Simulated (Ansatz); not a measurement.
CH6BF2NSi (`B[C@@H](F)[Si@@H](N)F`). Total charge 0; spin multiplicity 1. The geometry is a stationary point of PBE0-D4/def2-TZVP. It is one conformer, not always the lowest.

```xyz
12

B     0.320    0.117    2.020
C     0.625   -0.460    0.638
F     0.269   -1.801    0.428
Si   -0.283    0.602   -0.662
N    -0.447   -0.380   -2.024
F    -1.673    1.082   -0.018
H    -0.315   -0.481    2.832
H     0.704    1.229    2.239
H     1.685   -0.342    0.366
H     0.447    1.847   -0.983
H    -0.573   -1.374   -1.919
H    -0.760   -0.039   -2.917
```

Task: What is the dipole moment at PBE/def2-TZVPP? (Best estimate.)

Result: Computed: 2.13 D, with components (0.93, 0.08, -1.91) D in this frame, pointing from negative to positive charge.

Task: And with r2SCAN, B3LYP, ωB97M-V? (Estimate.)

Result: The calculation gave: r2SCAN 2.08 D, B3LYP 2.07 D, ωB97M-V 2.05 D.

Task: Give the Mulliken charges with PBE, B3LYP, ωB97M-V in def2-TZVPP. (Estimate.)

Result: Ansatz gave: 
| atom | PBE | B3LYP | ωB97M-V |
| --- | --- | --- | --- |
| B1 | -0.13 | -0.15 | -0.23 |
| C2 | 0.11 | 0.12 | 0.05 |
| F3 | -0.21 | -0.26 | -0.24 |
| Si4 | 0.52 | 0.63 | 0.60 |
| N5 | -0.39 | -0.40 | -0.37 |
| F6 | -0.27 | -0.32 | -0.31 |
| H7 | 0.03 | 0.05 | 0.09 |
| H8 | 0.03 | 0.04 | 0.09 |
| H9 | 0.09 | 0.09 | 0.11 |
| H10 | -0.09 | -0.10 | -0.05 |
| H11 | 0.17 | 0.16 | 0.14 |
| H12 | 0.15 | 0.14 | 0.12 |

B3LYP here is the variant with VWN-RPA as its local correlation; programs differ in this.
